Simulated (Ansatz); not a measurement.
`[CH3][Al]([CH3])[CH2]O` → `[CH2][Al]([CH3])[CH3]`• + `[OH]`•  (homolysis of the C–O bond)

Computed with Ansatz on PBE0-D4/def2-TZVP structures; ΔE is electronic, products minus reactants. CBS: MP2 limit from def2 TZ/QZ plus the TZ coupled-cluster correction, frozen cores. This one scheme is used for every species. No spin–orbit coupling; open shells (•) take unrestricted orbitals. One conformer a species, not always the lowest.

| species | CCSD/def2-TZVPP energy (Eh) |
| --- | --- |
| `[CH3][Al]([CH3])[CH2]O` | -436.60561 |
| `[CH2][Al]([CH3])[CH3]`• | -360.84249 |
| `[OH]`• | -75.63645 |

Task: Work out ΔE.

Result: ΔE = (-360.84249) + (-75.63645) − (-436.60561) = 0.12667 Eh = +79.5 kcal/mol. CCSD(T)/CBS gives +86.4 kcal/mol.

Largest T1 diagnostic among the species: 0.010.

In def2-TZVPP, CCSD(T) changes the Hartree–Fock value by +39.7 kcal/mol (the triples alone add +3.6 kcal/mol) and MP2 by +47.0 kcal/mol; breaking electron pairs costs correlation energy, which Hartree–Fock lacks. Leaving LDA and LC-ωPBE aside and taking each functional with its dispersion term where it has one, the values, not all of them listed here, spread over 14.4 kcal/mol, from BHLYP-D4 to PBE-D4. LDA lies +23.5 kcal/mol from PBE without D4, its usual overbinding.
